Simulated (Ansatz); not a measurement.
Born–Oppenheimer molecular dynamics of ClFH6OW (10 atoms, charge 0, multiplicity 1). It starts at the highest image of a converged band. Of that band: The profile has 2 maxima (images 1, 4) with wells between them (image 2): this band takes more than one step, which may be the mechanism or a detour left from its start path. A vibrational analysis at the climbing image gives one clearly imaginary mode, 113i cm⁻¹: a first-order saddle point.

Computed with Ansatz, RKS PBE0-D4/def2-SVP.

```
ensemble                      : NVE (velocity Verlet)
time step                     : 0.5 fs
steps asked                   : 156
starting velocities drawn for : 100 K
seed                          : 11456
```

First frame:

```xyz
10
Properties=species:S:1:pos:R:3
W 0.571 0.024 -0.001
Cl -0.548 0.494 2.538
F 1.866 -0.606 -1.208
H -0.450 1.335 -0.063
H -1.070 -0.283 -0.125
H 0.005 -1.435 0.634
H -0.119 0.444 -1.448
O 1.577 1.378 1.048
H 2.480 1.085 1.248
H 0.531 1.261 2.263
```

How far do the bonds stretch over the last three quarters of this one trajectory? (Pairs bonded in most of those frames.)


```tsv
bond	mean (Å)	spread (Å)	shortest	longest
W1–Cl2	2.778	0.025	2.71	2.80
W1–F3	1.883	0.025	1.84	1.92
W1–H4	1.664	0.024	1.63	1.70
W1–H5	1.670	0.008	1.65	1.68
W1–H6	1.685	0.015	1.65	1.71
W1–H7	1.656	0.009	1.64	1.67
W1–O8	2.018	0.028	1.97	2.10
Cl2–H10	1.489	0.168	1.32	1.83
O8–H9	0.971	0.010	0.96	0.99
```

Mean temperature of the second half: 110 K. The conserved energy stayed within 0.058 meV per atom of its start (net change 0.024 meV per atom), so the integration is sound. A run of 0.078 ps of so small a system gives no equilibrium averages. The orbitals stay closed-shell, which can raise the energy where a bond breaks towards radicals; this wasn't checked here.

The run took 16 min on 2 threads of Arm Neoverse N1, with other jobs on the host, peak memory 0.24 GiB.
